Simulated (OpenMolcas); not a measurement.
## Cu5+, Ag5+, Au5+: d⁶ down the group

```
Program             : OpenMolcas 26.06
Method              : SS-CASPT2, IPEA 0.25 Eh, imaginary shift 0.1 Eh
Basis               : ANO-RCC-VTZP
Scalar Hamiltonian  : DKH2, point nucleus
Spin-orbit coupling : state interaction with AMFI integrals over the reference wave functions, term energies averaged over their components
```

Active space for each ion: 6 electrons in 5 orbitals (d); closed shells correlated by CASPT2: Cu5+ 3s 3p; Ag5+ 4s 4p; Au5+ 5s 5p.

Computed levels in cm-1 above ⁵D₄:

```tsv
Level	Cu5+	Ag5+	Au5+
⁵D₃	1148	2570	9990
⁵D₁	2400	4780	13830
⁵D₀	2640	5210	13410
³H₆	31350	22860	25630
³H₅	31830	23150	41020
³P₁(1)	33080	28930	50300
³P₀(1)	34310	29660	74080
³F₂(1)	34370	26540	30810
³G₅	38280	29160	25010
weight of ⁵D in the lowest level (%)	100	97	75
```

Mixed levels, with the weight of the term that names them: Ag5+ ³H₅ (73 %), Ag5+ ³G₅ (73 %), Au5+ ⁵D₄ (75 %), Au5+ ⁵D₀ (67 %), Au5+ ³H₅ (53 %), Au5+ ³P₁(1) (66 %), Au5+ ³P₀(1) (51 %), Au5+ ³F₂(1) (59 %), Au5+ ³G₅ (53 %).

Measured, with the error of the calculation in %. Measured levels: Cu5+ from Sugar and Musgrove, J. Phys. Chem. Ref. Data 19, 527 (1990); Ag5+ from the list in Gamrath, thesis, University of Mons (2023).

```
 Level          Cu5+          Ag5+
   ⁵D₃   1196 (-4.0)   2692 (-4.6)
   ⁵D₁   2490 (-3.5)   4941 (-3.3)
   ⁵D₀   2733 (-3.4)   5380 (-3.2)
   ³H₆  30418 (+3.1)  21512 (+6.3)
   ³H₅  31009 (+2.7)  21812 (+6.1)
³P₁(1)  32685 (+1.2)  28232 (+2.5)
³P₀(1)  33868 (+1.3)              
³F₂(1)  33740 (+1.9)  25306 (+4.9)
   ³G₅  37378 (+2.4)  27958 (+4.3)
```

The fine-structure level ⁵D₀ changes by a factor of 5.08 from Cu5+ to Au5+.

Without spin-orbit coupling ³H lies 30780, 21570, 19330 cm-1 above ⁵D in that order; the difference to the level ³H₆, of either sign, comes from spin-orbit coupling, which also lowers the zero.

Term energies are means over components that CASPT2 splits; among the terms shown or strongly mixed into the levels shown the widest spread is 150 cm-1 (5d⁶ ¹I, Au5+). Terms from blocks run as CI alone lack orbitals of their own. Computed and measured levels are paired by configuration, term and J; levels that our copy of the source lacks, or whose pairing is in doubt (as where it misses far off the trend of its configuration), stay unpaired and out of the deviations. Only configurations of the active space appear.

A number in round brackets counts repeated terms of one configuration in the order of the reference energies.
